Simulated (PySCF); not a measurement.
Isomers of [C6H13NP]+ (charge +1), mass 130.079 u with the commonest isotopes. Computed with PySCF, PBE0-D3(BJ)/def2-SVP geometry optimisation, gas phase. One conformer each, none proved a minimum here; rigid rotors.

**Question.** Order these by radius of gyration √(Σ m r²/M), smallest first.
A. `[CH3:1][CH2:2][CH2:3][CH2:4][PH2+:5][CH2:6][C:7]#[N:8]` (charge +1) with C1–C2–C3–C4 175°, C2–C3–C4–P5 56°, C3–C4–P5–C6 166°, C4–P5–C6–C7 179°
B. `[CH3:1][NH:2][P+:3]1([CH3:4])[CH2:5][CH:6]=[CH:7][CH2:8]1` (charge +1) with C1–N2–P3–C4 -54°, N2–P3–C5–C6 -100°, P3–C5–C6–C7 -14°, C6–C7–C8–P3 14°, N2–P3–C8–C7 93°
C. `[CH3:1][CH2:2][P+:3]1([N:4]([CH3:5])[CH3:6])[CH:7]=[CH:8]1` (charge +1) with C1–C2–P3–N4 -172°, C2–P3–N4–C5 -30°

**Answer.** B (1.941 Å), C (2.019 Å), A (2.698 Å).

**Question.** Order these by rotational constant B, smallest first.
A. `[CH3:1][NH:2][P+:3]1([CH3:4])[CH2:5][CH:6]=[CH:7][CH2:8]1` (charge +1) with C1–N2–P3–C4 -54°, N2–P3–C5–C6 -100°, P3–C5–C6–C7 -14°, C6–C7–C8–P3 14°, N2–P3–C8–C7 93°
B. `[CH3:1][CH2:2][P+:3]1([N:4]([CH3:5])[CH3:6])[CH:7]=[CH:8]1` (charge +1) with C1–C2–P3–N4 -172°, C2–P3–N4–C5 -30°
C. `[CH3:1][CH2:2][CH2:3][CH2:4][PH2+:5][CH2:6][C:7]#[N:8]` (charge +1) with C1–C2–C3–C4 175°, C2–C3–C4–P5 56°, C3–C4–P5–C6 166°, C4–P5–C6–C7 179°

**Answer.** C (587.7 MHz), A (1331 MHz), B (1404 MHz).

**Question.** Order these by dipole moment (about the centre of mass), largest first.
A. `[CH3:1][CH2:2][CH2:3][CH2:4][PH2+:5][CH2:6][C:7]#[N:8]` (charge +1) with C1–C2–C3–C4 175°, C2–C3–C4–P5 56°, C3–C4–P5–C6 166°, C4–P5–C6–C7 179°
B. `[CH3:1][CH2:2][P+:3]1([N:4]([CH3:5])[CH3:6])[CH:7]=[CH:8]1` (charge +1) with C1–C2–P3–N4 -172°, C2–P3–N4–C5 -30°
C. `[CH3:1][NH:2][P+:3]1([CH3:4])[CH2:5][CH:6]=[CH:7][CH2:8]1` (charge +1) with C1–N2–P3–C4 -54°, N2–P3–C5–C6 -100°, P3–C5–C6–C7 -14°, C6–C7–C8–P3 14°, N2–P3–C8–C7 93°

**Answer.** A (3.87 D), C (1.23 D), B (0.56 D).

```
            SMILES  point group  Ia (u·Å²)  Ib (u·Å²)  Ic (u·Å²)      κ  μa (D)  μb (D)  μc (D)
    CCCC[PH2+]CC#N           C1     101.79     859.88     931.53  -0.98    1.75    3.44    0.28
  CN[P+]1(C)CC=CC1           C1     190.48     379.81     409.76  -0.86    1.03    0.62    0.25
CC[P+]1(N(C)C)C=C1           C1     196.65     360.06     503.91  -0.49    0.25    0.43    0.27
```
